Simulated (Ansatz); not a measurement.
Consider the redistribution: `CBB(C)F` + `C[CH2][SnH2][F]` → `CBBC` + `C[CH](F)[SnH2][F]`.

Program: Ansatz. Geometries: PBE0-D4/def2-TZVP. ΔE: electronic, gas phase. CCSD(T)/CBS adds triple-zeta CCSD(T) − MP2 to the extrapolated MP2 energy (def2 sets, frozen cores). Functionals use def2-TZVPP. Elements past krypton have def2 core potentials. For Sn outer-core shells are correlated without core-valence functions, which leaves a few kJ/mol of doubt a bond. One conformer a species, not always the lowest.

```
 level  ΔE (kJ/mol)
B2PLYP        233.2
  PBE0        226.7
```

Question: What does CCSD(T)/CBS give? (Best estimate.)

Answer: Ansatz gave: +235.0 kJ/mol. The listed levels differ from it by -1.8, -8.3 kJ/mol.

Largest T1 diagnostic among the species: 0.013.

From PBE to PBE0 (25 % exact exchange), in def2-TZVPP and without D4, ΔE moves by +7.8 kJ/mol.
